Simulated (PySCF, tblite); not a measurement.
Species: C6H15BN2.
SMILES with atom numbers: `[H]/[N:9]=[CH:8]/[C@H:7]1[N+:2]([CH3:1])([CH3:3])[BH2-:4][CH2:5][CH2:6]1` (hydrogens: H10, H11, H12 on C1; H13, H14, H15 on C3; H16, H17 on B4; H18, H19 on C5; H20, H21 on C6; H22 on C7; H23 on C8; H24 on N9)

Structure used (GFN2-xTB), in Å, numbered top down from 1:
```
atom  x, y, z in Å
C1     0.197   -1.734   -0.723
N2    -0.228   -0.622    0.122
C3    -0.105   -1.029    1.521
B4    -1.795   -0.139   -0.203
C5    -1.666    1.491   -0.105
C6    -0.233    1.773    0.354
C7     0.579    0.590   -0.158
C8     1.974    0.519    0.401
N9     2.823   -0.259   -0.097
H10    1.251   -1.964   -0.556
H11    0.050   -1.474   -1.768
H12   -0.414   -2.606   -0.498
H13   -0.413   -0.216    2.173
H14    0.921   -1.323    1.758
H15   -0.766   -1.873    1.702
H16   -2.490   -0.636    0.626
H17   -2.049   -0.523   -1.301
H18   -2.377    1.953    0.579
H19   -1.826    1.961   -1.077
H20   -0.176    1.824    1.444
H21    0.168    2.710   -0.039
H22    0.649    0.655   -1.249
H23    2.168    1.192    1.249
H24    3.746   -0.250    0.333
```

Jobs on this species (24 atoms, 70 electrons) with PySCF (density fitting) and tblite. Hardware of each: one thread of an Arm Neoverse N1 (shared host). The host was shared with other jobs, so the times are rough.

```
level and settings                                                             work  basis functions  SCF cycles  wall time
          GFN2-xTB                                                L-BFGS relaxation                –           –     0.92 s
     PBE0/pcSseg-1  shieldings, ring-centre shieldings, charges and field gradients              228           ?          ?
          GFN2-xTB                                    Hessian by finite differences                –           –      1.7 s
```

Question: Fill in the missing figures.

Answer: 
- PBE0/pcSseg-1; shieldings, ring-centre shieldings, charges and field gradients: 95 s, 14 SCF cycles

Question: What do all jobs in the table cost together?

Answer: About 98 s; the longest takes about 97 % of that, and about 100 times as long as the shortest.
